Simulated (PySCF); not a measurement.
H₃B₃Cl₂N₃, SMILES [B]1NB(Cl)NB(N1)Cl, doublet (PBE0/def2-SVP optimised geometry):

```
11

Cl     2.821    -0.335    -0.001
B      1.045    -0.342     0.000
N      0.320    -1.570     0.000
B     -1.100    -1.570     0.000
N     -1.809    -0.340     0.000
B     -1.107     0.902     0.000
Cl    -1.989     2.444     0.001
N      0.316     0.881     0.000
H      0.831    -2.444     0.000
H     -2.821    -0.334     0.000
H      0.823     1.757    -0.001
```

Calculation: unrestricted PBE0/def2-TZVP (PySCF 2.14.0).

Q: What are the frontier orbital energies (α orbitals alone; a β orbital can be the lowest empty one) and the dipole moment?

A: HOMO-2 -8.66 eV, HOMO-1 -8.42 eV, HOMO -6.12 eV, LUMO -0.23 eV, LUMO+1 0.05 eV; dipole moment 0.66 D.

Meta-Löwdin charges at PBE0/def2-TZVP: Cl1 -0.13, B2 0.23, N3 -0.36, B4 0.10, N5 -0.36, B6 0.23, Cl7 -0.13, N8 -0.37, H9 0.27, H10 0.27, H11 0.26.
